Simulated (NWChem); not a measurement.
Molecule: C3HCl2F; SMILES FC=C=C(Cl)Cl

```xyz
7

F      0.4413    -3.0865     0.0000
C     -0.5016    -2.1529     0.0000
C     -0.2492    -0.8687     0.0000
C     -0.0635     0.4247     0.0000
Cl     0.0714     1.3510    -1.4517
Cl     0.0714     1.3510     1.4517
H     -1.5143    -2.5728     0.0000
```
Atoms are numbered in this order, from 1.

Results from NWChem. Structure relaxed at the PBE0/def2-SVP level.

Problem. Taking B3LYP/pcseg-2 as the yardstick, which of these has the fewest basis functions while keeping “highest occupied level (eV)” within 0.2 eV of it: B3LYP/pcseg-1; B3LYP/aug-pcseg-1; B3LYP/STO-3G; B3LYP/def2-SVP?

Solution. B3LYP/pcseg-1.
| level | basis functions | highest occupied level (eV) | relative time (rough) |
|---|---|---|---|
| B3LYP/STO-3G | 39 | -5.64 | 1 |
| B3LYP/pcseg-1 | 97 | -7.74 | 4 |
| B3LYP/def2-SVP | 97 | -7.43 | 3 |
| B3LYP/aug-pcseg-1 | 155 | -7.74 | 10 |
| B3LYP/pcseg-2 | 202 | -7.70 | 10 |

The yardstick is one finite set, not the basis-set limit.
